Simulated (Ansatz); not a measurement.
CH8FNOSi2, SMILES N[SiH2][Si@@H](O)CF.

Geometry: PBE0-D3(BJ)/def2-SVP. The structure was generated by enumeration; whether it is a known compound was not checked. Other conformers were not sampled.

Two levels are set side by side: PBE/def2-SVPD (Ansatz, a program for electronic structure) and CAM-B3LYP/def2-SVPD (Ansatz). Energy differences of separate SCF runs at the same geometry; the states with an electron removed or added have multiplicity 2 and 2. Differences are taken from unrounded values.

| quantity | CAM-B3LYP | PBE | PBE minus CAM-B3LYP |
|---|---|---|---|
| vertical ionisation energy (eV) | 9.04 | 8.46 | -0.59 |
| vertical singlet–triplet gap (eV) | 5.10 | 4.23 | -0.87 |
